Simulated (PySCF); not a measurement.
**Computed properties of MoOF₃, SMILES [O]=[Mo+]([F])([F])[F], charge +1, multiplicity 1**

MoOF3, SMILES [O]=[Mo+]([F])([F])[F], charge +1, multiplicity 1. Coordinates come from a r2SCAN-D4/def2-SVP optimisation. The spin state was assumed, not searched. The isomer is the one that the SMILES or the coordinates give; other isomers of the formula were not compared. The def2 effective core potentials stand for the cores of Mo; spin–orbit coupling is left out. One conformer was computed; it need not be the lowest. All values are computed for the isolated molecule unless a solvent is named; none is compared with measurement here.

**Structure.** The optimised structure has C3v symmetry. All 9 harmonic modes at r2SCAN-D4/def2-SVP (PySCF) are real, so it is a minimum. With heavy atoms numbered as in [Mo+:1](=[O:2])([F:3])([F:4])[F:5], the shortest bond between them is Mo1–O2 at 1.634 Å and the longest Mo1–F5 at 1.780 Å.

**Vibrations.** The strongest infrared lines (harmonic, unscaled, degenerate partners summed) lie at 834 cm⁻¹ (253 km/mol, F 76 %, Mo 24 %), 1129 cm⁻¹ (78 km/mol, O 85 %, Mo 15 %), 785 cm⁻¹ (30 km/mol, F 96 %). The softest mode is at 185 cm⁻¹ and the zero-point energy is 6.8 kcal/mol.

**Electronic structure.** r2SCAN/def2-TZVPD (PySCF) places the frontier levels at -17.21 and -11.62 eV, a gap of 5.59 eV and a mean polarisability of 35.4 bohr³.

**Excitations.** TDDFT-PBE0/def2-SVPD (PySCF) has S1 at 5.32 eV (233 nm, f = 0.000, dark); the most intense of the 10 singlets computed lies at 6.21 eV (f = 0.01). Strengths of degenerate partners are summed. T1 (TDA) is at 4.58 eV. No vertical singlet excitation falls in the visible range (under 3.1 eV).
